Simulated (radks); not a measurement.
Coulomb parameter of the 4d shell of the palladium ion Pd2+ in the model configuration [Kr] 4d7 5s1, as a second difference U = [E(n + 1) + E(n - 1) - 2 E(n)] / (1)^2 with all orbitals relaxed. "Bare": the charge of the atom changes with n. "Screened": the 5s shell takes up the change at fixed total charge, which measures U(4d,4d) + U(5s,5s) - 2 U(4d,5s). Method: scalar-relativistic Kohn-Sham, PBE, spin-unpolarised, spherical densities, finite nucleus; Fermi nuclear charge, rms radius 4.5318 fm; computed with a radial shooting solver on a logarithmic mesh with Libxc functionals.

| case | configuration | E - E(n) (eV) |
|---|---|---|
| start | [Kr] 4d7 5s1 | 0.000 |
| bare +1 | [Kr] 4d8 5s1 | -24.439 |
| bare -1 | [Kr] 4d6 5s1 | 38.421 |
| screened +1 | [Kr] 4d8 | -8.146 |
| screened -1 | [Kr] 4d6 5s2 | 10.401 |

U(bare) = 13.982 eV, U(screened by 5s) = 2.254 eV, against the Slater integral F0(4d,4d) = 18.581 eV with frozen orbitals.
